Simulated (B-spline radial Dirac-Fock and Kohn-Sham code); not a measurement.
**Dipole and non-dipole photoemission parameters of W 4d5/2**

System: the free tungsten atom, 1s2 2s2 2p6 3s2 3p6 3d10 4s2 4p6 4d10 4f14 5s2 5p6 5d4 6s2; threshold 243.5 eV (tabulated edge). The computed values come from an atomic code on a B-spline grid: Dirac-Hartree-Slater photoionisation with a Latter tail; cross sections with all multipoles, angular parameters from the dipole term and its interference with E2.

| hν (eV) | σ (kb) | β | γ | δ |
| --- | --- | --- | --- | --- |
| 382 | 281 | -0.777 | -0.218 | 0.154 |
| 400 | 307 | -0.618 | -0.168 | 0.154 |
| 501 | 389 | 0.095 | 0.095 | 0.108 |
| 600 | 393 | 0.489 | 0.184 | 0.064 |
| 960 | 264 | 1.053 | 0.050 | 0.007 |
| 1253.6 | 177 | 1.212 | -0.033 | 0.005 |
| 1290 | 169 | 1.225 | -0.038 | 0.005 |
| 1890 | 81.2 | 1.330 | -0.007 | 0.017 |
| 1910 | 79.4 | 1.332 | -0.004 | 0.018 |
| 2000 | 72.0 | 1.338 | 0.012 | 0.020 |
| 2460 | 45.1 | 1.350 | 0.113 | 0.030 |
| 2690 | 36.4 | 1.348 | 0.170 | 0.035 |
| 2910 | 30.0 | 1.344 | 0.226 | 0.040 |
| 4000 | 13.1 | 1.301 | 0.500 | 0.063 |
| 5414.7 | 5.55 | 1.229 | 0.810 | 0.094 |
| 8047.8 | 1.66 | 1.102 | 1.248 | 0.153 |
| 8430 | ? | ? | ? | ? |
| 9940 | 0.838 | 1.025 | 1.484 | 0.195 |
| 10700 | 0.657 | 0.997 | 1.567 | 0.212 |
| 12700 | 0.368 | 0.930 | 1.757 | 0.256 |

Question: Give the values at 8430 eV.

Answer: σ = 1.43 kb, β = 1.086, γ = 1.299, δ = 0.161.
